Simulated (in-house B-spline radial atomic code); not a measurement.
## Ionising Nb VIII (Nb7+) with different functionals

Computed with a radial B-spline atomic code at the basis-set limit: four-component Dirac-Coulomb Hamiltonian, Fermi nucleus of rms radius 4.324 fm, spin-restricted, spherical fractional occupations for the functionals, and exact exchange of hybrids averaged over the configuration. The ionisation energy is the difference of two self-consistent energies, [Ar] 3d10 4s2 4p4 → [Ar] 3d10 4s2 4p3, without Breit or QED terms; ε is the level of the shell that loses the electron (mean over j). The electron is taken from both j subshells in proportion to 2j + 1, so the result is a j average, not the step between ground levels.

| method | rung | ΔSCF (eV) | -ε(4p) (eV) |
| --- | --- | --- | --- |
| B3LYP | global hybrid | 139.64 | 132.19 |
| BHandHLYP | global hybrid | ? | ? |
| wB97X | range-separated hybrid | 139.36 | 135.09 |
| HSE06 | range-separated hybrid | ? | ? |

**Question.** What does HSE06 give?

**Answer.** ΔSCF 139.51 eV, and -ε(4p) = 132.17 eV.

**Question.** What does BHandHLYP give?

**Answer.** ΔSCF 139.43 eV, and -ε(4p) = 134.98 eV.

**Question.** Among the functionals, which spreads more, the ΔSCF values or the orbital energies?

**Answer.** The orbital energies: ΔSCF values span about 0.28 eV and the orbital energies 2.91 eV; here energy differences depend much less on the functional than eigenvalues do.

**Question.** How do they compare with the NIST value?

**Answer.** NIST lists 136 eV ± 2.1 (tabulated theory, ground level to ground level). Errors run from +3.36 to +3.64 eV; all lie within about twice that uncertainty, so the table can't rank the methods.
